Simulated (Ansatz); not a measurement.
SinHm (charge +1): gap (eV) at several levels, gas phase, relaxed structures; Ansatz. Clusters are the lowest isomers that short searches found in that spin, judged at the geometry's level. HOMO and LUMO are taken over both spins. The structures are stationary points that may keep the symmetry of their start. Remarks come from the PBE and PBE0 runs and from stability tests at other levels; not every state was tested.

```csv
species,state,geometry,PBE-D4/def2-SVP,PBE-D4/def2-TZVP,r2SCAN-D4/def2-TZVP,B3LYP-D4/6-31G,PBE0-D4/def2-SVP,PBE0-D4/def2-TZVP,remarks
Si5H3⁺,singlet,PBE-D4/def2-SVP,1.61,1.58,1.75,2.87,3.12,3.10,restricted SCF unstable in HF
Si6H3⁺,singlet,PBE0-D4/def2-SVP,2.33,2.33,2.51,3.55,3.80,3.83,–
Si8H8⁺,doublet,PBE-D4/def2-SVP,0.85,0.85,1.32,2.06,2.50,2.50,–
```

Over the 3 species that have every level, the mean is 1.59 at PBE-D4/def2-SVP, 1.59 at PBE-D4/def2-TZVP, 1.86 at r2SCAN-D4/def2-TZVP, 2.82 at B3LYP-D4/6-31G, 3.14 at PBE0-D4/def2-SVP, 3.15 at PBE0-D4/def2-TZVP. Orbital gaps grow with the share of exact exchange and aren't one observable across functionals.
